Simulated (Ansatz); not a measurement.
Isolated molecules relaxed with PBE0-D4/def2-TZVP in Ansatz; ΔE leaves out vibrations. CCSD(T)/CBS adds triple-zeta CCSD(T) − MP2 to the extrapolated MP2 energy (def2 sets, frozen cores). Functionals use def2-TZVPP. Elements past krypton have def2 core potentials. For Sn outer-core shells are correlated without core-valence functions, which leaves a few kJ/mol of doubt a bond. One conformer a species, not always the lowest.

Reaction (redistribution): `BBC` + `[SiH3]C[O][SnH3]` → `BB(C)C[SiH3]` + `[OH][SnH3]`

| level | ΔE (kcal/mol) | difference from CCSD(T)/CBS |
| --- | --- | --- |
| PBE-D4 | -29.7 | 1.0 |
| r2SCAN-D4 | -30.4 | 0.3 |
| PBE0-D4 | -30.7 | 0.0 |
| ωB97M-V | -30.2 | 0.5 |
| B2PLYP | -28.9 | 1.8 |
| PBE | -28.9 | 1.8 |
| r2SCAN | -30.1 | 0.6 |
| PBE0 | -30.1 | 0.6 |
| HF/def2-TZVPP | -26.3 | 4.4 |
| MP2/def2-TZVPP | -32.5 | -1.8 |
| CCSD/def2-TZVPP | -30.0 | 0.7 |
| CCSD(T)/def2-TZVPP | -30.4 | 0.3 |
| HF/def2-QZVPP | -26.2 | 4.5 |
| SCS-MP2/def2-QZVPP | -30.5 | 0.2 |
| MP2/CBS(def2) | -32.8 | -2.1 |
| CCSD/CBS(def2) | -30.3 | 0.4 |
| CCSD(T)/CBS | -30.7 | 0 |

Largest T1 diagnostic among the species: 0.014.

From PBE to PBE0 (25 % exact exchange), in def2-TZVPP and without D4, ΔE moves by −1.1 kcal/mol. In def2-TZVPP, CCSD(T) changes the Hartree–Fock value by −4.2 kcal/mol (the triples alone add −0.4 kcal/mol) and MP2 by −6.3 kcal/mol. The D4 term adds −1.1 kcal/mol with B3LYP and −0.7 kcal/mol with PBE0; it sums over pairs of atoms, weighted by their polarisabilities, and B3LYP, whose exchange is more repulsive, gets the larger term.

B3LYP here is the variant with VWN-RPA as its local correlation; programs differ in this.
